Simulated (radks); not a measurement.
Charge is removed step by step from the 5s down level of Cs2+, starting from [Kr] 4d10 5s(up 1, down 1) 5p5. Method: scalar-relativistic Kohn-Sham, PBE, spin-polarised, spherical densities, finite nucleus; open shells are filled with parallel spins first (spin-orbit coupling, left out, can overturn this in heavy ions); Fermi nuclear charge, rms radius 4.8041 fm; computed with a radial shooting solver on a logarithmic mesh with Libxc functionals.

| removed (e) | E - E(0) (eV) | eigenvalue (eV) | E minus straight line (eV) |
|---|---|---|---|
| 0 | 0.000 | -42.212 | 0.000 |
| 0.125 | 5.363 | -43.622 | -0.626 |
| 0.25 | 10.904 | -45.042 | -1.075 |
| 0.375 | 16.622 | -46.469 | -1.346 |
| 0.5 | 22.519 | -47.903 | -1.438 |
| 0.625 | 28.595 | -49.345 | -1.350 |
| 0.75 | 34.852 | -50.795 | -1.082 |
| 0.875 | 41.291 | -52.250 | -0.632 |
| 1 | 47.912 | -53.713 | 0.000 |

Removing the whole electron costs 47.912 eV by Delta-SCF, against 42.212 eV from minus the eigenvalue at the starting occupation. Slater's transition state (half an electron removed) gives 47.903 eV. Integrating minus the eigenvalue over the occupation (Janak's theorem) gives 47.923 eV. In this scalar-relativistic scheme the density is built from large components alone, so the theorem holds only approximately. The mean slope of the eigenvalue, de/dn, is 11.5 eV per electron.
